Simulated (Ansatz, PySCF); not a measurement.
CH₉NSSi₂ (SMILES C[SiH2]S[SiH2]N), singlet, geometry from GFN2-xTB, atoms displaced at random by about 0.08 Å a coordinate. Base run: B3LYP/STO-3G, gradient (PySCF).

Here is a job for PySCF.
```python
from pyscf import gto, scf, dft

mol = gto.Mole()
mol.atom = '''
    Si    1.554993    0.626500   -0.105266
    C     3.362395   -0.402176   -0.181312
    S    -0.049051   -0.825579    0.125229
    Si   -1.697454    0.410067    0.184331
    N    -3.215829   -0.527257    0.224217
    H     1.348227    1.612434   -1.190153
    H     1.595842    1.379497    1.077367
    H     3.318258   -1.112898    0.621620
    H     4.131310    0.130763   -0.340719
    H     3.197213   -0.828680   -1.124115
    H    -1.510646    1.070824    1.380712
    H    -1.825002    1.354525   -0.976830
    H    -3.294200   -0.991780    1.094789
    H    -3.458141   -0.858777   -0.521005
'''
mol.basis = 'sto-3g'
mol.charge = 0
mol.spin = 0
mol.verbose = 4
mol.build()

mf = dft.RKS(mol)
mf.xc = 'b3lyp'
mf.kernel()
g = mf.nuc_grad_method()
grad = g.kernel()
```

Programs used: Ansatz (a program for electronic structure), PySCF; a row that names a program was run with it.

The coordinate followed is x of atom 14.

The base run was repeated with changes; each row names its change, and settings that it needs were set with it.

```tsv
change	dE/dx (Eh/bohr)	net force (Eh/bohr)
base	0.099748	0.000033
grids.level = 1; grid_response = on	0.099715	0.000000
conv_tol = 1e-11	0.099748	0.000033
grids.level = 1; grid_response = off	0.099746	0.000394
grids.level = 5; grid_response = off	0.099747	0.000005
finite difference step (bohr) = 0.01; conv_tol = 1e-11	0.099735	-
grids.level = 5; grid_response = on	0.099747	0.000000
density fitting = on	0.099749	0.000033
code = ansatz	0.099747	0.000000
finite difference step (bohr) = 1e-5; conv_tol = 1e-11	0.099746	-
grids.level = 0; grid_response = off	0.099922	0.001586
finite difference step (bohr) = 0.05; conv_tol = 1e-11	0.099466	-
```

The net force is zero for an exact gradient.
